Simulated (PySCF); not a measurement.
# MgAs⁺: from constants to spectrum

B97-3 constants of MgAs⁺, ³Σ⁻ (triplet), unpaired electrons π ↑↑ (basis Mg aug-cc-pVDZ, As aug-cc-pVDZ-PP with ECP10; scalar-relativistic core potentials; PySCF 2.14; masses 23.9850 and 74.9216 u):

* ωe: 282.7 cm⁻¹
* ωexe: 1.63 cm⁻¹
* Be: 0.14079 cm⁻¹
* αe: 0.000969 cm⁻¹
* D (centrifugal): 1.4e-07 cm⁻¹
* De to Mg⁺ + As: 1.65 eV

(1) Give the vibrational terms G(v) and spacings up to v = 6.

(2) How well does the Morse estimate ωe²/(4ωexe) reproduce De, and what is D0?

Spin–orbit coupling is left out. For an ion De counts to the pair picked by the measured ionisation energies or electron affinities, which need not be the lowest pair at this level. The state was picked by a PBE0 search and need not be the measured ground state.

Results:

(1) G(v) = ωe(v+½) − ωexe(v+½)².

```tsv
v	G(v) (cm⁻¹)	G(v) − G(v−1)	Bv (cm⁻¹)
0	140.9		0.1403
1	420.4	279.4	0.1393
2	696.6	276.2	0.1384
3	969.5	272.9	0.1374
4	1239.1	269.7	0.1364
5	1505.5	266.4	0.1355
6	1768.7	263.1	0.1345
```

(2) It gives 1.52 eV, 92 % of the computed De. D0 = De − G(0) = 1.65 − 0.02 = 1.63 eV.
